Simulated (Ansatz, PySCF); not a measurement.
Reaction R1 → P1, each structure at its B3LYP-D3(BJ)/def2-TZVP stationary point, reached from a drawn start; harmonic modes at that level show minima.
P1, B3H5N3 (SMILES B1[N]BNBN1) (charge 0, multiplicity 2):
```xyz
11

B      1.59002     0.18865     0.00000
N      0.75670     1.31070     0.00000
B     -0.63168     1.47135     0.00000
N     -1.30457     0.19540     0.00000
B     -0.60853    -1.05394     0.00000
N      0.82146    -1.03206     0.00000
H      2.77933     0.21123     0.00000
H     -1.20678     2.51261     0.00000
H     -2.31269     0.19006     0.00000
H     -1.20456    -2.08631     0.00000
H      1.32089    -1.90779     0.00000
```
R1, B3H5N3 (SMILES [B]1NBNBN1) (charge 0, multiplicity 2):
```csv
atom,x (Å),y (Å),z (Å)
B,1.6607,0.0000,0.0000
N,0.9472,1.2258,0.0000
B,-0.4847,1.2571,0.0000
N,-1.1608,0.0000,0.0000
B,-0.4847,-1.2571,0.0000
N,0.9472,-1.2258,0.0000
H,1.4530,2.0962,0.0000
H,-1.0819,2.2885,0.0000
H,-2.1677,0.0000,0.0000
H,-1.0819,-2.2885,0.0000
H,1.4530,-2.0962,0.0000
```

P less R. No zero-point or thermal terms; open shells are unrestricted.

Cores are frozen in the correlated methods.

Programs: Ansatz (a first-principles code) with Gaussian orbitals; PySCF for the D3/D4 terms. No computed number here is a measurement.

Task: One of these levels gives 14.46 kcal/mol for the reaction energy. Which one is it?
(A) SVWN5/def2-TZVPP
(B) MP2/cc-pVDZ
(C) PBE-D3(BJ)/def2-TZVPP
(D) B3LYP/def2-TZVPP

Result: A, SVWN5/def2-TZVPP. The others give 12.04 (PBE-D3(BJ)/def2-TZVPP), 10.30 (B3LYP/def2-TZVPP), 17.61 (MP2/cc-pVDZ)
